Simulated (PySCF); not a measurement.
Structure problem from calculated spectra and properties.

Elements present: B, C, H and N. Monoisotopic mass: 58.0834 u (electron mass counted); charge -1.

| Item | Value |
| --- | --- |
| 1H NMR | chemical shifts (computed TMS as zero) by class: 2.68 (2 H), 1.05 (3 H), 0.26 (2 H), -1.45 (2 H) ppm [GIAO PBE/pcSseg-2] |
| XPS | B1s 188.0, C1s 284.2, C1s 285.7, N1s 398.4 eV [ΔSCF SCAN, pcX-2 on the ionised atom, pcseg-1 elsewhere, spin-free X2C] |
| NMR, other nuclei | isotropic shieldings of nuclei other than C and H, by class: 104 (1 B), 226 (1 N) ppm [GIAO PBE/pcSseg-2] |
| Couplings | largest of the computed one-bond spin–spin couplings (means over like bonds): 13C–1H +125.5 (×3), 13C–1H +115.9 (×2), 11B–1H +86.3 (×2), 15N–1H -52.3 (×2), 13C–11B +46.8, 13C–13C +35.1, 15N–11B -10.7 Hz [B3LYP/pcJ-1, spin–dipole term left out for some pairs] |
| Rotational structure | rotational constants A, B, C: 23.019, 3.415, 3.197 GHz [PBE0-D3(BJ)/def2-SVP] |
| 13C NMR | chemical shifts (computed TMS as zero) by class: 28.7 (1 C), 17.7 (1 C) ppm [GIAO PBE/pcSseg-2] |

Gas-phase values; electronic properties from PySCF, density fitting. Levels stand in brackets. The structure is a single PBE0-D3(BJ)/def2-SVP conformer in the gas phase; no vibrational or solvent corrections. The geometry's basis has no diffuse functions, a weakness for an anion. The HOMO energy is positive, so at this level the finite basis confines the outermost electrons. No diffuse functions stand in pcJ-1 and pcSseg-2, which bears on an anion's orbital energies. NMR classes are plain means over equivalent atoms (diastereotopic ones count apart unless rotation or inversion swaps them), as if these changed places fast.

Q: Which formula fits the mass and the elements?

A: C2H9BN (calculated 58.0834). No other formula that holds each of these elements comes within 0.0003 u with a fitting electron parity and a possible valence count.

Q: Give a SMILES that accounts for the data.

A: Numbering: `[CH3:1][CH2:2][BH2-:3][NH2:4]`. 2 carbons fall into 2 classes; from least to most shielded: sp3 carbon bound to boron [C2] (28.7 ppm), methyl carbon [C1] (17.7 ppm). Hydrogen classes from least to most shielded: 2 H on a four-coordinate boron, B3 (2.68 ppm, a mean of values up to 0.5 ppm apart in this geometry), 3 H on a methyl carbon, C1 (1.05 ppm), 2 H on an sp3 carbon bound to boron, C2 (0.26 ppm), 2 H on a boron-bound nitrogen, N4 (-1.45 ppm, a mean of values up to 0.9 ppm apart in this geometry). The other shieldings belong to: 104 ppm, four-coordinate boron [B3]; 226 ppm, boron-bound nitrogen [N4]. The couplings run between: +125.5 Hz, methyl carbon [C1] and its hydrogen (with 2 like pairs); +115.9 Hz, sp3 carbon bound to boron [C2] and its hydrogen (with 1 like pair); +86.3 Hz, four-coordinate boron [B3] and its hydrogen (with 1 like pair); -52.3 Hz, boron-bound nitrogen [N4] and its hydrogen (with 1 like pair); +46.8 Hz, sp3 carbon bound to boron [C2] and four-coordinate boron [B3]; +35.1 Hz, methyl carbon [C1] and sp3 carbon bound to boron [C2]; -10.7 Hz, boron-bound nitrogen [N4] and four-coordinate boron [B3]. The core levels belong to: B1s 188.0 eV, four-coordinate boron [B3]; C1s 284.2 eV, sp3 carbon bound to boron [C2]; C1s 285.7 eV, methyl carbon [C1]; N1s 398.4 eV, boron-bound nitrogen [N4]. By its constants the optimised geometry is an asymmetric top. Structure: `CC[BH2-]N`. Computed isomers that give other values at the same levels: `[BH3-]N(C)C` (core binding energies: B1s 188.0, C1s 286.4 (×2), N1s 398.5 eV); `C[BH2-]NC` (core binding energies: B1s 188.0, C1s 284.3, C1s 286.4, N1s 398.4 eV). The assignments are read from this structure; whether some other isomer fits the data as well wasn't checked.

Shape of the structure used: `[CH3:1][CH2:2][BH2-:3][NH2:4]`: C1–C2–B3–N4 -178°, H–N4–B3–C2 -66°, H–N4–B3–C2 -177°.
